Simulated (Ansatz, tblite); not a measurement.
Removing and adding an electron: 1-butyl-3-methylimidazolium tetrafluoroborate (C8H15BF4N2). Charge 0, multiplicity 1. Geometry: PBE-D4/def2-SVP. Ansatz, gas phase; energy differences of separate SCF runs; the oxidised species was run as a doublet alone; the reduced species was run as a doublet alone.

```xyz
30

C     3.438   -2.307   -1.063
C     2.696   -1.123   -0.441
C     1.485   -1.547    0.398
C     0.740   -0.411    1.096
N     0.125    0.544    0.158
C     0.677    1.704   -0.355
C    -0.312    2.336   -1.072
N    -1.446    1.543   -0.979
C    -2.783    1.846   -1.485
C    -1.157    0.466   -0.229
H     3.816   -3.000   -0.283
H     4.307   -1.974   -1.665
H     2.772   -2.893   -1.730
H     3.394   -0.535    0.198
H     2.367   -0.431   -1.249
H     0.767   -2.119   -0.230
H     1.811   -2.251    1.194
H    -0.096   -0.791    1.715
H     1.414    0.177    1.750
H     1.712    1.994   -0.154
H    -0.307    3.281   -1.623
H    -2.937    1.385   -2.480
H    -2.894    2.942   -1.567
H    -3.510    1.448   -0.751
H    -1.860   -0.312    0.106
F    -2.233   -1.221    1.770
B    -2.865    0.016    2.187
F    -3.594   -0.170    3.337
F    -1.831    0.973    2.350
F    -3.694    0.432    1.095
```

The xTB rows come from tblite. HOMO above LUMO, or a gap near zero within one spin, warns that the state may not be the lowest or that an electron is smeared out.

```csv
level,−HOMO (eV),vertical IE (eV),−LUMO (eV),vertical EA (eV),HOMO–LUMO gap (eV),IE − EA (eV),remarks
GFN1-xTB,11.67,14.71,8.29,5.03,3.38,9.67,–
GFN2-xTB,11.24,13.92,7.54,4.16,3.70,9.76,–
PBE-D4/def2-SVP,6.42,–,1.86,-0.84,4.55,–,"HOMO above zero (-1 doublet), gap within one spin near zero (-1 doublet)"
PBE0-D4/def2-SVP,8.20,9.99,0.90,-0.83,7.30,10.82,HOMO above zero (-1 doublet)
```

Relaxing the reduced species (PBE-D4/def2-SVP) changes its energy by -0.83 eV at PBE-D4/def2-SVP, so the adiabatic electron affinity to this nearest minimum is -0.01 eV. At PBE0-D4/def2-SVP it is 0.02 eV. The highest occupied level of the relaxed charge -1 doublet lies above zero (up to 1.78 eV). Energy differences put its binding near zero (-0.01 eV; each at its own geometry, to the charge 0 singlet, at PBE-D4/def2-SVP), which leaves it undecided.  Run but left out: PBE-D4/def2-SVP (charge +1 doublet: an occupied level 0.00 eV above an empty one).   A HOMO above zero means that the electron is unbound at that level or that self-interaction error raises the level; the energy of removing that electron tells which. Raw xTB energy differences between charge states are shifted by several eV; the methods need an empirical correction for them. Sets without diffuse functions give affinities that are too small. A negative affinity means that the extra electron isn't bound; its size then hangs on the basis.
